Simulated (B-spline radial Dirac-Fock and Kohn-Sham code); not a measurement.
## Yb¹⁷⁺: scattering cross sections and density moments

System: Yb¹⁷⁺, [Kr] 4d10 4f7.

The run's input, task.json:

```json
{"items": [{
  "Z": 70,
  "q": 17,
  "cfg": [[1, 0, 2], [2, 0, 2], [2, 1, 6], [3, 0, 2], [3, 1, 6], [3, 2, 10], [4, 0, 2], [4, 1, 6], [4, 2, 10], [4, 3, 7]],
  "A": 174,
  "rrms": 5.3108,
  "do": ["scatter"],
  "s": [0.0, 0.07, 0.09, 0.1, 0.12, 0.15, 0.18, 0.21, 0.26, 0.31, 0.37, 0.44, 0.53, 0.64, 0.77, 0.92, 1.1, 1.32, 1.59, 1.9, 2.28, 2.74, 3.29],
  "pz": [0, 0.1, 0.15, 0.21, 0.31, 0.44, 0.65, 0.94, 1.4, 2.0, 2.9, 4.2, 6.1, 8.8, 13.0, 19.0, 27.0, 39.0, 57.0, 83.0, 120.0],
  "hv_scatter": [1000, 5000, 8047.8, 10000, 20000, 30000, 50000, 200000]
}]}
```

Command: `python xray_run.py task.json out`

Method: relativistic Hartree-Fock (Dirac-Fock) wave functions, averaged over the configuration. Computed with an atomic code on a B-spline grid.

| Property | Result |
| --- | --- |
| Sum of ⟨r⟩ | 17.48 bohr |
| Sum of ⟨r²⟩ | 8.916 bohr² |
| Sum of ⟨1/r⟩ | 483.67 per bohr |
| Langevin diamagnetic susceptibility | -7.06 × 10⁻⁶ cm³/mol |
| Lamb shielding (α²/3)Σ⟨1/r⟩ | 8585 ppm |

Coherent scattering is the Thomson cross section weighted by f₀², without anomalous dispersion; incoherent scattering is Klein-Nishina weighted by S. The Lamb formula is the non-relativistic shielding expression. Electron correlation is left out. A dash stands where the photon energy is too low for the impulse approximation behind that column.

| hν (keV) | coherent (b) | incoherent (b) | incoherent per electron (b) |
| --- | --- | --- | --- |
| 1 | 1854 | – | – |
| 5 | 1553 | 2.307 | 0.0435 |
| 8.0478 | 1223 | 4.756 | 0.0897 |
| 10 | 1034 | 6.282 | 0.119 |
| 20 | 498.8 | 12.44 | 0.235 |
| 30 | 300.9 | 16.21 | 0.306 |
| 50 | 141.3 | 19.75 | 0.373 |
| 200 | 13.43 | 19.76 | 0.373 |

Incoherent scattering overtakes coherent scattering between 50 and 200 keV.
